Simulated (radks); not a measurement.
The gold anion Au-, [Hg], held by a Watson sphere: a shell of charge +1 at radius R that stands for the Madelung well of a crystal (potential energy -1/R inside, -1/r outside, in hartree with lengths in bohr). Method: scalar-relativistic Kohn-Sham, PBE, spin-polarised, spherical densities, finite nucleus; Fermi nuclear charge, rms radius of each element as measured or else 0.836 A^(1/3) + 0.57 fm; computed with a radial shooting solver on a logarithmic mesh with Libxc functionals. Response by self-consistent Sternheimer equations with the Hartree and adiabatic LDA kernel, the relativistic mass of each level held fixed and spin-orbit coupling left out. The sphere does not respond.

R (bohr),e(5p) (eV),e(5d) (eV),e(6s) (eV),<r> 6s (bohr),sum of <r^2> (bohr^2),X-ray form factor at sin(theta)/lambda = 0.2 1/angstrom,alpha (bohr^3)
2.64,-60.254,-7.538,-6.793,2.811,69.44,67.161,42.14
2.81,-60.036,-7.293,-6.644,2.840,70.13,67.142,44.06
4.35,-58.382,-5.505,-5.116,3.072,75.00,67.101,64.50
5.13,-57.736,-4.841,-4.459,3.148,76.57,67.106,74.86
5.37,-57.561,-4.663,-4.280,3.167,76.95,67.107,77.89
5.5,-57.470,-4.571,-4.188,3.176,77.15,67.108,79.48
5.57,-57.422,-4.522,-4.139,3.181,77.25,67.108,80.33
6.64,-56.784,-3.879,-3.489,3.237,78.47,67.112,92.16
